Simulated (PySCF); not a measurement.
## NMR data sheet: C$_{7}$H$_{12}$O$_{2}$Si

| Item | Value |
| --- | --- |
| Formula | C7H12O2Si |
| SMILES | C[Si](C)(C)Oc1ccoc1 |
| Point group of the computed structure | Cs |
| Degrees of unsaturation | 3 |
| Carbon signals | 5 |
| Proton signals | 4 |

Atom-mapped SMILES (the numbers label the heavy atoms): `[CH3:1][Si:2]([CH3:3])([CH3:4])[O:5][c:6]1[cH:7][cH:8][o:9][cH:10]1`. Hydrogens are named by the atom that carries them.

PySCF 2.14.0 with density-fitted response routines calculation with GFN2-xTB structure and σ from GIAO-PBE0/pcSseg-1; in vacuum, averaged over atoms made equivalent by symmetry, fast rotation or ring inversion, non-relativistic Hamiltonian, single conformer.

Chemical shifts δ = σref − σ; TMS for 1H (σref 31.72), 13C (σref 186.93), 29Si (σref 349.16); 17O (σref 336.08) against H2O, all at this level.

```tsv
carbon	δC, type	δH (multiplicity)	HMBC from (2–3 bonds)	span of the C tensor (ppm)
C1/C3/C4	0.9, CH3	0.25 (s)	H(C1)/H(C3)/H(C4)	17
C6	151.7, C	–	H(C10), H(C8), H(C7)	132
C7	109.8, CH	6.24 (m)	H(C10), H(C8)	159
C8	145.2, CH	7.27 (m)	H(C10), H(C7)	141
C10	133.7, CH	7.39 (m)	H(C8), H(C7)	119
```

Other nuclei:
```
atoms  nucleus               environment  δ (ppm)  σ (ppm)
  Si2     29Si  silicon bonded to 3 C, O     15.5    333.7
   O9      17O      aromatic ring oxygen    276.2     59.9
   O5      17O    oxygen bonded to C, Si     87.1    249.0
```

- Carbon types of the structure: 1 × C, 3 × CH, 3 × CH3, which accounts for all hydrogens.
- δC 151.7: aromatic carbon bearing oxygen; the electronegative substituent deshields the carbon that carries it.
- δC 145.2, 133.7: aromatic CH next to the ring oxygen.
- δC 109.8: aromatic CH; resonance donation from the substituent shields this position.
- δC 0.9: methyl carbon bonded to Si; an electropositive neighbour leaves it electron-rich and shielded.
- δH 6.24: hydrogen on an aromatic CH; π donation from the O or N substituent shields it against benzene.

Shifts are as computed. Against solution values, carbons near 30 ppm lie about +3 ppm off and those near 130 ppm about +5 ppm. Of 1211 compounds with measured shifts, 218 miss one by over three times the rms of a fit or turn the order of signals round; such compounds aren't used in these exercises. Unscaled 17O shifts of doubly bonded oxygen tend to come out too high, by tens of ppm or more. Experimental scales use liquid or dissolved standards, which lie at an offset from isolated H2O (liquid H2O: subtract about 36 ppm). Multiplicities follow the n + 1 count of equivalent neighbours, as no J values were calculated; m marks all less simple cases, F and P coupling included.
